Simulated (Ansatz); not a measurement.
Relaxation of BCl$_{2}$FHO (6 atoms, charge 0, multiplicity 2), to a largest force component of 0.03 eV/Å in at most 50 steps.

Method: UKS PBE-D4/def2-SVP in Ansatz.

```xyz
6
Properties=species:S:1:pos:R:3
B 0.037 -0.542 -0.470
F 0.446 -0.773 2.004
Cl 1.474 0.347 -0.900
Cl -1.545 0.188 -0.317
O -0.034 0.190 2.822
H -0.893 -0.211 3.109
```

Where does it end, and by what steps?

The forces met the threshold. After 26 steps the energy has fallen by 6.389 eV; F2 moved furthest, 1.34 Å. Parted: F2–O5. Joined: B1–F2, B1–O5.

| step | energy less start (eV) | largest force component (eV/Å) | accepted |
| --- | --- | --- | --- |
| 0 | 0.0000 | 2.409 | yes |
| 1 | -0.1182 | 1.135 | yes |
| 2 | -0.1296 | 1.743 | yes |
| 3 | -0.2517 | 1.109 | yes |
| 4 | -0.6642 | 4.259 | yes |
| 5 | -2.4573 | 7.827 | yes |
| 6 | -4.1029 | 2.178 | yes |
| 7 | -4.5015 | 1.541 | yes |
| 8 | -4.6324 | 1.257 | yes |
| 9 | -4.7670 | 0.421 | yes |
| 10 | -4.7822 | 0.273 | yes |
| 11 | -4.8274 | 0.455 | yes |
| 12 | -4.8460 | 1.139 | yes |
| 13 | -4.8064 | 2.151 | no |
| 14 | -4.9031 | 0.523 | yes |
| 15 | -4.9466 | 0.407 | yes |
| 16 | -5.0267 | 0.672 | yes |
| 17 | -5.2481 | 1.434 | yes |
| 18 | -5.6434 | 1.695 | yes |
| 19 | -6.1529 | 1.437 | yes |
| 20 | -6.2741 | 1.702 | yes |
| 21 | -6.3038 | 0.948 | yes |
| 22 | -6.3563 | 0.412 | yes |
| 23 | -6.3710 | 0.255 | yes |
| 24 | -6.3798 | 0.352 | yes |
| 25 | -6.3885 | 0.117 | yes |
| 26 | -6.3890 | 0.016 | yes |

```xyz
6
Properties=species:S:1:pos:R:3
B -0.048 -0.260 0.801
F 0.223 -1.581 0.962
Cl 1.339 0.649 -0.111
Cl -1.629 0.024 -0.202
O -0.246 0.487 2.015
H -0.153 -0.121 2.781
```

Whether the end is a true minimum wasn't checked by a vibrational analysis.

Time of the run: 82 s on 2 threads of Arm Neoverse V1, with other jobs on the host, peak memory 0.18 GiB.
